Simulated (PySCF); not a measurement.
**Spin-rotation constants: `C=CC/C=C(/C#N)CC`, C8H11N**

Geometry (Å), atoms numbered from 1 in this order:
```xyz
20

C    -3.5155    0.4100   -0.6906
C    -2.3404    0.4090   -0.0918
C    -1.0210    0.4832   -0.8078
C    -0.2550   -0.7812   -0.5815
C     0.8132   -0.9283    0.2095
C     1.4255   -2.2003    0.2999
N     1.9425   -3.2207    0.3871
C     1.4988    0.1567    0.9997
C     2.6325    0.7766    0.1814
H    -4.4364    0.3543   -0.1355
H    -3.6091    0.4752   -1.7626
H    -2.2716    0.3365    0.9858
H    -1.1964    0.6060   -1.8789
H    -0.4609    1.3466   -0.4449
H    -0.6456   -1.6503   -1.0962
H     0.7802    0.9265    1.2845
H     1.9102   -0.2759    1.9150
H     3.1311    1.5553    0.7536
H     3.3669    0.0184   -0.0818
H     2.2459    1.2131   -0.7375
```

The calculation used PySCF 2.14.0, GIAO B97-2/pcSseg-1 magnetisability, rotational g tensor and spin-rotation constants, non-relativistic, gas phase. Geometry: GFN2-xTB.

Q: Give the nuclear spin-rotation constants along the inertial axes (H = +C I·J) beside the isotropic shieldings.

A: Rotational constants 2.5903, 0.8571, 0.6945 GHz. A star marks the isotopologue with that one atom substituted, in its own axes.
```csv
atom,isotope,Caa (kHz),Cbb (kHz),Ccc (kHz),mean (kHz),σ (ppm)
N7,14N,0.320,0.117,0.152,0.197,-36.4
H10,1H,-0.060,-0.082,-0.006,-0.050,26.5
H11,1H,-0.219,-0.101,0.052,-0.089,26.3
H12,1H,-0.238,-0.101,0.060,-0.093,26.1
H13,1H,-0.218,-0.101,0.016,-0.101,29.1
H14,1H,-0.247,0.029,-0.074,-0.097,28.5
H15,1H,-0.255,0.060,-0.059,-0.085,25.4
H16,1H,-0.045,-0.063,-0.062,-0.057,29.3
H17,1H,-0.124,-0.090,-0.023,-0.079,29.7
H18,1H,-0.267,-0.008,-0.062,-0.112,30.6
H19,1H,-0.040,-0.072,-0.066,-0.060,30.3
H20,1H,-0.164,-0.090,-0.027,-0.094,31.0
C1,13C*,0.737,0.142,0.308,0.396,64.6
C2,13C*,0.801,0.151,0.343,0.431,47.2
C3,13C*,0.472,0.159,0.108,0.246,147.2
C4,13C*,0.893,0.411,0.146,0.483,35.9
C5,13C*,0.836,0.336,0.125,0.432,66.1
C6,13C*,0.512,0.215,0.318,0.348,63.4
C8,13C*,0.451,0.128,0.103,0.228,158.0
C9,13C*,0.385,0.119,0.094,0.200,168.6
```
For the geometry as given, no vibrational averaging.
